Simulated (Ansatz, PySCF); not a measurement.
Stretching the Sn1–Cl3 bond in ClHSn (SMILES [Cl][SnH]) (multiplicity 1 held, fragments rigid). Energies count from the point at 2.396 Å.
Geometry at that point (charge 0, multiplicity 1):
```xyz
3

Sn    -0.30484    -0.30030     0.41766
H     -1.42233    -0.94350    -0.81899
Cl     0.98024     0.93875    -1.18023
```

R- and RO- levels are restricted; in cc, def2 and unpolarised 6-31G sets they are followed outwards from rest. U- levels take the lowest unrestricted solution at each point, which mixes spins at long bonds. Active spaces are followed from a long bond inwards. Left out are points that failed, MP2 points that dive below the minimum, coupled-cluster points behind a jump of the amplitudes or a sharp parting from full CI or MRCI, small-basis points behind a change of solution, and semi-empirical points at long bonds. Levels need not reach the same state.

Frozen-core correlation. Filled d and f shells under p-block atoms count as core. Rows in LANL2DZ carry no dispersion term and start afresh at each structure. LANL2DZ brings its own core potentials from Na on.

Run with Ansatz (Gaussian orbitals); PySCF for LANL2DZ rows.  In def2 rows elements past Kr take small-core potentials, without spin–orbit coupling.

Energies in eV.

| R (Å) | R-PBE/def2-TZVPP | R-B3LYP/LANL2DZ | U-SCS-MP2/def2-TZVPP | FIC-MRCISD+Q on CASSCF(6,4)/def2-TZVPP |
|---|---|---|---|---|
| 1.917 | 2.65 | 3.12 | 2.74 | 2.74 |
| 2.156 | 0.45 | 0.68 | 0.43 | 0.44 |
| 2.396 | 0.00 | 0.00 | 0.00 | 0.00 |
| 2.635 | 0.24 | 0.09 | 0.29 | 0.29 |
| 2.875 | 0.70 | 0.48 | 0.82 | 0.81 |
| 3.234 | 1.46 | 1.21 | 1.68 | 1.65 |
| 3.594 | 2.10 | 1.88 | 2.83 | 2.39 |
| 4.193 | 2.85 | 2.70 | 3.77 | 3.31 |
| 4.792 | 3.28 | 3.21 | 3.92 | 3.72 |
| 5.510 | 3.56 | 3.57 | 3.96 | 3.82 |
| 6.469 | 3.73 | left out | 3.97 | 3.84 |
| 7.667 | 3.83 | left out | 3.97 | 3.84 |

Doubts at one or more of the structures used: a restricted determinant that unrestricted orbitals would lower (R-PBE/def2-TZVPP); a spin-contaminated determinant (U-SCS-MP2/def2-TZVPP); active orbitals that take no part (FIC-MRCISD+Q on CASSCF(6,4)/def2-TZVPP).

Ansatz is a first-principles code.
